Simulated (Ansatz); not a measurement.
Program: Ansatz. Geometries: PBE0-D4/def2-TZVP. ΔE: electronic, gas phase. CCSD(T)/CBS is the MP2 limit (def2-TZVPP, def2-QZVPP) plus CCSD(T) − MP2 in def2-TZVPP, frozen cores. Functionals use def2-TZVPP. B3LYP here is the variant with VWN-RPA as its local correlation; programs differ in this. def2 core potentials past Kr. For Ge, Sn outer-core shells are correlated without core-valence functions, which leaves a few kJ/mol of doubt a bond. Scalar relativity is left out up to krypton.

`[CH3][Sn]([CH3])([CH3])[CH3]` + `[CH2]1[NH][GeH2]1` → `C[N]1[CH2][GeH2]1` + `[CH3][SnH]([CH3])[CH3]`  (substitution at a C–Sn bond)

`[CH3][Sn]([CH3])([CH3])[CH3]`:

Cartesian coordinates in Å:
```
C 1.709 -1.084 -0.719
Sn 0.000 0.000 0.000
C -1.524 -1.386 0.607
C -0.760 1.259 -1.565
C 0.575 1.211 1.678
H 2.111 -1.724 0.067
H 1.431 -1.710 -1.569
H 2.490 -0.393 -1.038
H -2.399 -0.850 0.978
H -1.152 -2.036 1.401
H -1.829 -2.008 -0.236
H -1.633 1.813 -1.217
H -1.051 0.658 -2.428
H 0.002 1.974 -1.881
H 1.350 1.921 1.385
H -0.283 1.769 2.055
H 0.963 0.585 2.483
```

`[CH2]1[NH][GeH2]1`:

```xyz
8

C     0.407   -0.798    0.376
N    -0.862   -0.116    0.692
Ge    0.199    0.908   -0.474
H     1.080   -0.900    1.222
H     0.380   -1.680   -0.261
H    -1.651   -0.567    0.242
H    -0.233    0.936   -1.937
H     0.680    2.216    0.139
```

`C[N]1[CH2][GeH2]1`:

Z-matrix (Å, degrees):
```
C
N 1 1.444
H 1 1.103 2 114.1
H 1 1.097 2 109.7 3 120.4
H 1 1.092 2 109.7 3 -121.3
C 2 1.462 1 115.9 3 -44.4
Ge 2 1.868 1 123.2 3 36.9
H 6 1.093 2 117.0 1 10.2
H 6 1.087 2 115.9 1 -127.8
H 7 1.523 2 114.6 1 137.4
H 7 1.527 2 116.0 1 -4.6
```

`[CH3][SnH]([CH3])[CH3]`:

```xyz
14

C    -0.481   -1.162   -1.592
Sn   -0.533    0.176    0.084
C     0.719    1.872   -0.310
C     0.164   -0.842    1.839
H    -1.115   -2.030   -1.405
H    -0.835   -0.658   -2.492
H     0.541   -1.506   -1.762
H    -2.149    0.707    0.338
H     0.699    2.563    0.533
H     0.377    2.398   -1.201
H     1.748    1.546   -0.471
H     1.189   -1.183    1.689
H    -0.465   -1.707    2.051
H     0.141   -0.173    2.700
```

| level | ΔE (kcal/mol) | difference from CCSD(T)/CBS |
| --- | --- | --- |
| r2SCAN-D4 | 12.3 | -1.5 |
| B3LYP-D4 | 11.6 | -2.2 |
| ωB97X-V | 11.7 | -2.1 |
| ωB97M-V | 12.6 | -1.2 |
| B2PLYP | 12.4 | -1.4 |
| PBE | 11.8 | -2.0 |
| r2SCAN | 12.3 | -1.5 |
| PBE0 | 11.9 | -1.9 |
| HF/def2-TZVPP | 10.5 | -3.3 |
| MP2/def2-TZVPP | 13.7 | -0.1 |
| SCS-MP2/def2-TZVPP | 12.8 | -1.0 |
| HF/def2-QZVPP | 10.6 | -3.2 |
| MP2/def2-QZVPP | 14.3 | 0.5 |
| SCS-MP2/def2-QZVPP | 13.4 | -0.4 |
| HF/CBS(def2) | 10.6 | -3.2 |
| MP2/CBS(def2) | 14.7 | 0.9 |
| CCSD(T)/CBS | 13.8 | 0 |

Largest T1 diagnostic among the species: 0.012.

In def2-TZVPP, CCSD(T) changes the Hartree–Fock value by +2.3 kcal/mol (the triples alone add +0.2 kcal/mol) and MP2 by +3.2 kcal/mol.
